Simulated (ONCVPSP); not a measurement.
# Pseudopotential generation for germanium: ONCV, PBE, scalar-relativistic.

ONCVPSP 4.0.1 input, shortened (lines: element, Z, core and valence counts, functional; n l f; lmax; l rc ep ncon nbas qcut; lloc lpopt rc5 dvloc0; l nproj debl; icmod fcfact rcfact), PBE, scalar-relativistic:

```
  Ge 32.00    6    2        4      upf
    1    0    2.00
    2    0    2.00
    2    1    6.00
    3    0    2.00
    3    1    6.00
    3    2   10.00
    4    0    2.00
    4    1    1.00
    2
    0    1.40    0.00    4    7    4.00
    1    2.15    0.00    4    9    3.50
    2    1.60    0.34    4    9    6.10
    4    5    0.95    6.00
    0    2    3.10
    1    2    0.80
    2    2    0.90
    1    0.25    0.00
```

Results:

```json
{
  "Cutoffs needed": "23 Ha and 59 Ha (the cutoffs (Ha) at which the residual kinetic energy of the hardest occupied pseudo-wave falls to 1 and 0.1 mHa per electron) The cutoffs count occupied waves only; projector 2 of the d channel, the hardest unoccupied one, needs 140 Ha at the loose tolerance.",
  "Ghost test": "ghosts flagged at negative energy: d at -29.4 eV; GHOST(+) flagged for s at 70.8 eV; a true bound ghost makes a file unfit for plane-wave use",
  "Largest excitation error": "-185 meV (all-electron minus pseudo) for 4s1 4p0, out of 4 test configurations",
  "rms error of d²Exc/dni dnj": "7.38 mHa without and 0.51 mHa with the model core"
}
```

Generation and tests took about 3.2 s on one core of a shared server CPU.
